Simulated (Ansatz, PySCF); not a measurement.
Gas-phase reaction in SMILES: c1cncnc1 [pyrimidine] + 4 C (CH4) + 2 N (NH3) → C=C (C2H4) [ethene] + 2 C=N (CH3N) + CC (C2H6) [ethane] + 2 CN (CH5N) [methanamine]
Each molecule is optimised on its own at B3LYP-D3(BJ)/def2-TZVP (Ansatz, a first-principles code). Frequencies are from Ansatz or PySCF. Unstable Hartree-Fock reference: c1cncnc1.

Property: bond separation energy (enthalpy at 298 K, with B3LYP-D3(BJ) rigid-rotor harmonic-oscillator terms), in eV. Correlated levels leave the core frozen unless marked. Spin-orbit coupling is left out. Non-relativistic. CBS(X,Y): correlation extrapolated as X^-3; Hartree-Fock from the larger set. [CCSD(T)-MP2]/basis is that difference in the basis named.

```
level                                                     program  bond separation energy (eV)
-------------------------------------------------  --------------  ---------------------------
B97M-V/def2-TZVPD                                          Ansatz                          [?]
r2SCANh/def2-TZVPD                                         Ansatz                         3.44
B2GP-PLYP-D4/def2-TZVPD                            Ansatz + dftd4                         3.33
B2PLYP-D3(BJ)/def2-TZVPD                           Ansatz + dftd3                         3.31
RI-MP2/CBS(cc-pVTZ,cc-pVQZ)+[CCSD(T)-MP2]/cc-pVTZ          Ansatz                          [?]
```

Problem. Fill in the missing entries.

Solution. 
- B97M-V/def2-TZVPD, bond separation energy (eV): 3.48
- RI-MP2/CBS(cc-pVTZ,cc-pVQZ)+[CCSD(T)-MP2]/cc-pVTZ, bond separation energy (eV): 3.13
